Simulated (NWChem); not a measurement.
## GeS in NWChem

```xyz
2

Ge     0.0000     0.0000     0.6727
S      0.0000     0.0000    -1.3454
```
Charge 0, spin multiplicity 1.

The numbers come from NWChem runs, not from measurements. Structure: optimised with PBE0/def2-SVP, a minimum by its harmonic frequencies.

The Hamiltonian is non-relativistic. The correlated methods keep 14 core orbitals frozen. The structure started from a generated list of species.

Worked example. A B2PLYP run in 3-21G ends its self-consistent part (53 % exact exchange, 47 % B88, 73 % LYP) at -2462.57766 Ha, and second-order perturbation theory on those orbitals gives -0.15079 Ha unscaled.

The perturbative term enters with the weight 0.27: -2462.57766 + 0.27·(-0.15079) = -2462.61837 Ha is the total energy.
